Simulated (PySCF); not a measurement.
**GeCl₄ + 2 HCl → GeH₂ + 3 Cl₂**

Level: PBE0 in the def2-TZVP basis family, all electrons, no relativity, computed in PySCF with density fitting; open shells unrestricted.

| species | state and structure | E (Eh) | ZPE (kJ/mol) | H(298 K) − H(0) (kJ/mol) | S° (J/(mol K)) |
| --- | --- | --- | --- | --- | --- |
| GeCl₄ | singlet, Td, Ge–Cl 2.117 Å (×4) | -3917.17489 | 15.2 | 21.2 | 348.6 |
| HCl | singlet, C∞v, H–Cl 1.279 Å | -460.66440 | 17.9 | 8.7 | 186.6 |
| GeH₂ | singlet, C2v, Ge–H 1.594 Å (×2); H–Ge–H 90.6° | -2077.87561 | 28.7 | 10.0 | 220.6 |
| Cl₂ | singlet, D∞h, Cl–Cl 1.982 Å | -920.08940 | 3.5 | 9.1 | 222.5 |

Question: What is the electronic reaction energy?

Answer: At PBE0/def2-TZVP, ΔE = 944.9 kJ/mol from the differences of the total energies times 2625.5, uphill. 

Question: Add zero-point, thermal and entropy terms for 298.15 K and 1 bar.

Answer: ΔZPE = -11.8 and Δ[H(298) − H(0)] = -1.3 kJ/mol give ΔH° = 931.8 kJ/mol. ΔS° = 166.3 J/(mol K), so ΔG° = 931.8 − 298.15 × (0.1663) = 882 kJ/mol.

Only the bonding shown was studied: isomers, or loss of a ligand pair, can lie lower.
